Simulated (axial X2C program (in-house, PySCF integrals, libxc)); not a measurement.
**Potential curves of SnB, 2c**

All values were computed with an in-house relativistic program for diatomic molecules. Two-component (2c) means X2C with spin–orbit coupling and atomic mean-field two-electron Coulomb and Gaunt terms. Basis: Sn dyall-cv3z [11s12p9d4f1g], B dyall-v3z [7s6p2d1f] (cores contracted in-house); Gaussian nuclei, density fitting, unrestricted open shells. Masses: Sn 119.902 u, B 11.009 u.

State: Ω = 3/2 (⟨Sz⟩ = 1.49, ⟨Lz⟩ = 0.01 at PBE0). Energies in cm⁻¹ from the lowest point of each curve. Fits are polynomials in 1 − R0/R over 0.85 to 1.23 times the lowest point R0.

```tsv
R (Å)	PBE0
1.8949	5524
1.9820	2297
2.0473	911
2.1127	196
2.1780	0
2.2542	259
2.3305	895
2.4285	2075
2.5483	3832
2.7225	6613
```

One determinant describes the state; a PBE0 search over occupations chose it and may have missed a lower one. Density functionals use the spin component along the axis (collinear). PBE0 can misorder states that lie within some tenths of an eV, so this need not be the ground state of the molecule. The nearest other 2c determinant of the search, Ω = 1/2, lies 0.34 eV up at the distance of the search. With several unpaired electrons one determinant need not be a pure state. This is the top spin component of a Σ state; components of lower Ω are not single determinants and can lie lower.

(1) Fit the PBE0 curve near its minimum: give the equilibrium distance and the harmonic wavenumber.

Results:

(1) At PBE0, 2c: Re = 2.175 Å, ωe ≈ 556 cm⁻¹; Be follows as 0.353 cm⁻¹.
